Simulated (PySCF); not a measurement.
# Frontier orbitals and the lowest excitations

C3H9FOSi2.
Numbering: `[F:1][CH2:2][C@@H:3]1[CH2:4][SiH2:5][O:6][SiH2:7]1` (hydrogens: H8, H9 on C2; H10 on C3; H11, H12 on C4; H13, H14 on Si5; H15, H16 on Si7)

Cartesian coordinates in Å at the GFN2-xTB level; atoms count from 1:
```
atom  x, y, z in Å
F1    -2.438    1.643   -0.199
C2    -1.272    1.308   -0.855
C3    -0.297    0.646    0.104
C4     1.010    0.263   -0.609
Si5    1.813   -1.146    0.402
O6     0.461   -1.718    1.131
Si7   -0.968   -0.930    0.971
H8    -0.874    2.239   -1.276
H9    -1.559    0.632   -1.668
H10   -0.062    1.381    0.881
H11    1.647    1.137   -0.747
H12    0.771   -0.105   -1.610
H13    2.710   -0.676    1.453
H14    2.342   -2.234   -0.410
H15   -1.474   -0.692    2.314
H16   -1.818   -1.739    0.105
```

The calculation used TDDFT PBE0/def2-SVPD, vertical, gas phase, core orbitals frozen in the response (PySCF 2.14.0, density-fitted response routines).

Frontier orbitals with the atoms that hold most of them (Löwdin shares over 4%, at most four atoms; ? is withheld):

```tsv
orbital	ε (eV)	atoms
HOMO-3	-9.57	C3 12%, O6 11%, Si7 9%, Si5 9%
HOMO-2	-8.73	C4 25%, O6 19%, Si5 16%, C3 9%
HOMO-1	-8.55	O6 35%, Si7 13%, Si5 11%, H15 10%
HOMO	-8.20	?
LUMO	?	?
LUMO+1	0.35	Si5 23%, C4 12%, H11 9%, Si7 8%
LUMO+2	0.62	Si7 19%, Si5 12%, C2 12%, F1 8%
```

Question: Give the leading atoms of the HOMO.

Answer: C3 (bonded to 2 C, Si and H) 25%; Si7 (bonded to C, O and 2 H) 17%; O6 (bonded to 2 Si) 10%; C4 (bonded to C, Si and 2 H) 9%. By element: carbon 34% or more, silicon 17% or more, oxygen 10%.

Question: Give the leading atoms of the LUMO.

Answer: Si5 (bonded to C, O and 2 H) 25%; Si7 (bonded to C, O and 2 H) 20%; O6 (bonded to 2 Si) 11%; H14 (bonded to Si) 8%. By element: silicon 45%, oxygen 11%, hydrogen 8% or more.

Question: What is the LUMO energy, and the HOMO–LUMO gap?

Answer: ε(LUMO) = 0.04 eV; the gap is 8.24 eV (0.3029 hartree).

Question: How does S1 compare with the orbital gap of 8.24 eV?

Answer: S1 is at 6.95 eV (f = 0.0069), 1.29 eV below the gap, made of HOMO→LUMO (92%). 

Question: One configuration dominates each of S1, S2, S6 and S7. Which, and how do the shares of the two leading atoms of either orbital change from the occupied to the empty one?

Answer: 
- S1 (6.95 eV, f 0.0069), HOMO→LUMO (92%): C3 25% → at most 8%, Si7 17% → 20%, Si5 at most 10% → 25%
- S2 (7.22 eV, f 0.0059), HOMO-1→LUMO (88%): O6 35% → 11%, Si7 13% → 20%, Si5 11% → 25%
- S6 (7.79 eV, f 0.026), HOMO-1→LUMO+1 (85%): O6 35% → at most 8%, Si7 13% → 8%, Si5 11% → 23%, C4 at most 11% → 12%
- S7 (7.91 eV, f 0.024), HOMO-2→LUMO+1 (94%): C4 25% → 12%, O6 19% → at most 8%, Si5 16% → 23%

On an Arm Neoverse N1 with one thread, no GPU, on a shared host, this took 79 s wall.

One conformer stands for the species.
